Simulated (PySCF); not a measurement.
## Two-photon absorption: diisobutylene (SMILES CC(CC(=C)C)(C)C)

Geometry (Å), atoms numbered from 1 in this order:
```xyz
24

C     2.1072    1.3470   -0.0652
C     1.5378    0.1675   -0.3443
C     2.2574   -1.1260   -0.0921
C     0.1677    0.0756   -0.9715
C    -1.0483    0.0726   -0.0092
C    -1.1667    1.4183    0.7067
C    -2.3028   -0.1580   -0.8556
C    -0.9354   -1.0407    1.0335
H     1.6065    2.2925   -0.2913
H     3.0989    1.4061    0.3924
H     1.6543   -1.8181    0.5154
H     2.4547   -1.6426   -1.0472
H     3.2193   -0.9672    0.4155
H     0.1168   -0.8419   -1.5832
H     0.0316    0.9196   -1.6680
H    -2.0518    1.4298    1.3625
H    -0.2814    1.6207    1.3274
H    -1.2724    2.2448   -0.0145
H    -3.2091   -0.1425   -0.2298
H    -2.4116    0.6228   -1.6253
H    -2.2632   -1.1326   -1.3681
H    -0.0727   -0.8825    1.6985
H    -1.8383   -1.0686    1.6640
H    -0.8296   -2.0294    0.5586
```

Method used: TDDFT CAM-B3LYP/aug-cc-pVDZ excited states, vertical, gas phase (PySCF 2.14.0). Geometry: PBE0-D3(BJ)/def2-SVP.

Task: How strongly do the lowest singlets absorb one photon, and two photons of half the energy?

Result: δ for parallel linear polarisation; σ at the peak of a Lorentzian of half width 0.1 eV, single beam; Ω is circular over linear.
```tsv
state	E (eV)	f	photon λ (nm)	δ (au)	σ (GM)	Ω	main
S1	6.17	0.042	402	93.1	1.30	1.49	HOMO→LUMO 0.67, HOMO→LUMO+1 0.15
S2	6.50	0.152	382	33	0.51	0.56	HOMO→LUMO+2 0.58, HOMO→LUMO+4 0.08
S3	6.87	0.010	361	11.7	0.20	0.97	HOMO→LUMO+3 0.63, HOMO→LUMO+1 0.16
S4	6.93	0.025	358	39	0.69	0.40	HOMO→LUMO+1 0.30, HOMO→LUMO 0.17
S5	7.36	0.036	337	125	2.48	0.23	HOMO→LUMO+7 0.30, HOMO→LUMO+9 0.23
S6	7.41	0.004	335	46.5	0.94	1.49	HOMO→LUMO+4 0.33, HOMO→LUMO+6 0.16
```

Among these, the strongest one-photon state is S2, the strongest two-photon state S5, with a dipole change of 6.0 D (relaxed, norm of the difference vector).
